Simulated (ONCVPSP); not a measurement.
Potentials for nitrogen compared

Generated with ld1.x 7.5 (TM, RRKJ, ultrasoft, PAW), atompaw 4.2 or ONCVPSP 4.0.1. The cutoff is in Ry: for ld1.x and atompaw files where the sum of valence levels is converged to 10 mRy in a Bessel basis, for ONCV files where the hardest occupied wave has 1 mHa per electron of residual kinetic energy. The error is the largest all-electron minus pseudo excitation energy over each file’s own four to seven test configurations (ionisations up to +4, promotions, holes and added fractions of an electron), all of which were solved. The labels leave out finer settings (local radius, basis sizes, second energies), which also bear on the numbers. Spin-polarised tests are not counted. The rows are a selection from randomly drawn settings: files with unsolved tests, undetermined cutoffs or missed reference levels are left out.

A true bound ghost makes a file unfit for plane-wave use even where its test errors are small: the radial tests pick states by their node count and pass the ghost by.

| potential | cutoff (Ry) | largest error (meV) | bound ghosts |
| --- | --- | --- | --- |
| ONCV, PBEsol, scalar-relativistic, rc 1.00/1.94/1.66 (spd), local s, core correction no, reference 2s2 2p2.5, qcut 8.7/8.6/6.3, projectors 0/2/1 | 58 | +1709 | none |
| ONCV, revPBE, non-relativistic, rc 1.05/1.90 (sp), local smoothed, core correction yes, reference 2s2 2p3, qcut 5.4/8, projectors 1/2 | 170 | +1371 | none |
| ONCV, PBEsol, scalar-relativistic, rc 0.85/2.10/2.20 (spd), local smoothed, core correction no, reference 2s1 2p4, qcut 8.2/8/4.8, projectors 2/2/2 | 58 | +623 | none |
| ONCV, PBEsol, scalar-relativistic, rc 0.70/1.90/1.75 (spd), local s, core correction yes, reference 2s2 2p3, qcut 8/5.7/4.7, projectors 0/2/3 | 782 | +1739 | d |
| ONCV, PBE, scalar-relativistic, rc 0.90/1.30 (sp), local smoothed, core correction yes, reference 2s2 2p2.75, qcut 7.6/8.8, projectors 1/1 | 66 | +740 | none |

Problem. Fill in the row for N: ONCV, PW91, scalar-relativistic, rc 1.05/1.70 (sp), local smoothed, core correction no, reference 2s2 2p2, qcut 7.4/8.5, projectors 2/2.

Solution. cutoff 53 Ry, largest error +985 meV, bound ghosts: none.

Problem. Fill in the row for N: ONCV, PBE, scalar-relativistic, rc 1.00/2.00/2.15 (spd), local smoothed, core correction no, reference 2s2 2p3, qcut 6.8/6.9/4, projectors 2/2/2.

Solution. cutoff 55 Ry, largest error +1736 meV, bound ghosts: none.
